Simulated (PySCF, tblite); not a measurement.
Species: C7H7F2 (doublet state).
Cartesian coordinates in Å at the GFN2-xTB level; atoms count from 1:
```
atom  x, y, z in Å
C1     2.861   -0.730   -0.564
C2     1.540   -0.676   -0.282
F3     0.823   -1.807   -0.485
C4     0.844    0.441    0.212
C5    -0.535    0.506    0.497
C6    -1.064    1.791    1.084
C7    -1.385   -0.498    0.280
C8    -2.261   -1.426    0.084
F9    -2.979   -1.540   -1.061
H10    3.489    0.128   -0.425
H11    3.304   -1.635   -0.937
H12    1.436    1.325    0.390
H13   -2.130    1.716    1.279
H14   -0.549    2.016    2.015
H15   -0.891    2.612    0.389
H16   -2.512   -2.215    0.782
```

Jobs on this species (16 atoms, 67 electrons) with PySCF (density fitting) and tblite. Hardware of each: an Arm Neoverse V1 with one thread, shared host. The host was shared with other jobs, so the times are rough.

Question: Rank these jobs by wall time, shortest first.
A. GFN2-xTB; Hessian by finite differences
B. UKS B3LYP, pcH-1 on C F H, non-relativistic, mean-field spin-orbit, GIAO; unrestricted SCF, g, hyperfine, density and orbital grids written; 295 basis functions
C. GFN2-xTB; L-BFGS relaxation

Answer: A (0.51 s), C (1.1 s), B (89 s).

All jobs:

| level and settings | work | basis functions | SCF cycles | wall time |
| --- | --- | --- | --- | --- |
| GFN2-xTB | Hessian by finite differences | – | – | 0.51 s |
| GFN2-xTB | L-BFGS relaxation | – | – | 1.1 s |
| UKS B3LYP, pcH-1 on C F H, non-relativistic, mean-field spin-orbit, GIAO | unrestricted SCF, g, hyperfine, density and orbital grids written | 295 | 15 | 89 s |

Q: What do all jobs in the table cost together?

A: About 91 s; the longest takes about 98 % of that, and about 170 times as long as the shortest.
